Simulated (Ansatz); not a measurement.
Species: SeO₂, charge 0, singlet. SeO2 (selenium dioxide, SMILES O=[Se]=O).
B3LYP-D3(BJ)/def2-TZVP minimum from Ansatz (a quantum-chemistry and plane-wave program):
```xyz
3

O     -1.3669     0.5583    -0.0329
Se     0.0083    -0.2816     0.0062
O      1.3317     0.6385     0.0066
```
Charge 0, spin multiplicity 1.

Hartree-Fock and CCSD correlation energies in hartree (Ansatz). Radicals and triplets start from unrestricted determinants; spin-orbit coupling is neglected. Correlated methods leave the cores frozen (noble-gas shells, and filled d and f shells in the p block). No relativity. The T1 diagnostic of O2Se (O=[Se]=O, singlet) reaches 0.030 in the sets run. The restricted determinant of O2Se (O=[Se]=O, singlet) is unstable towards broken spin symmetry in at least one set run.

```
basis    X        E(HF)  E(corr, CCSD)
-------  -  -----------  -------------
cc-pVTZ  3  -2549.56335       -0.64808
cc-pVQZ  4  -2549.58182       -0.69267
cc-pV5Z  5  -2549.58589       withheld
```

Question: Fit E(corr) = E∞ + A/X³ to X = 3 and 4, predict X = 5, and compare with the run.

Answer: A = (-0.64808 - (-0.69267))/(1/27 - 1/64) = 2.0825; E∞ = -0.69267 - A/64 = -0.72521; at X = 5, E∞ + A/125 = -0.70855. The run gave -0.70950, 0.95 mEh below the prediction. The same form on X = 4 and 5 gives E∞ = -0.72716, 1.95 mEh below the first estimate.
